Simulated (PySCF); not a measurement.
SMILES C#Cc1ccc(C=C)s1 at its GFN2-xTB optimised geometry (Å):

```
15

C     -1.9670    -3.4526     0.0009
C     -1.2190    -2.5110     0.0001
C     -0.3627    -1.4071     0.0000
C      1.0087    -1.4071     0.0000
C      1.5526    -0.1155     0.0000
C      0.6079     0.8809     0.0001
C      0.8458     2.2979     0.0006
C     -0.1008     3.2324     0.0013
S     -0.9984     0.2129     0.0004
H     -2.6100    -4.2808     0.0011
H      1.5916    -2.3111     0.0001
H      2.6100     0.0838     0.0000
H      1.8918     2.5783     0.0007
H     -1.1469     2.9731     0.0011
H      0.1389     4.2808     0.0017
```

Calculation: B3LYP/def2-TZVP (PySCF 2.14.0).

Map of the electrostatic potential (hartree/e), clipped to [-0.08, 0.12] on the plane z = 1.0 Å:

```
|11111111111122222222211111111|
|11111111111222222222222111111|
|11111111111222222222222211111|
|11111111111222222222222222111|
|11111111112222332222222222211|
|11111111222223332222222222211|
|11111111222236642222222222221|
|11111111222348942223222222222|
|11111111223335656443322222222|
|11111111222333379743322222222|
|11111111122233478633322222222|
|11111111112444577432222222222|
|11111111113797799433332222222|
|11111111125999786554333222222|
|11111111126999756995433222222|
|11111111125999645874332222222|
|11111111123578657643222222222|
|11111100012479869842222222222|
|11111100002578657642222222221|
|11111100003895333433222222211|
|11111110023663222333222222211|
|11111111367311112222222222111|
|11111122478300011222222221111|
|11112223454200011122222111111|
|11122234442100011111111111111|
|11122233332111111111111111111|
|11122223322111111111111111111|
|11122222222111111111111111111|
|11122222222111111111111111111|
```
Scale: ten equal steps from -0.025 (start of '0') to 0.120 (end of '9'), in the order '0123456789'; x runs from -6.50 to 6.50, y from -6.50 (bottom) to 6.50 (top).
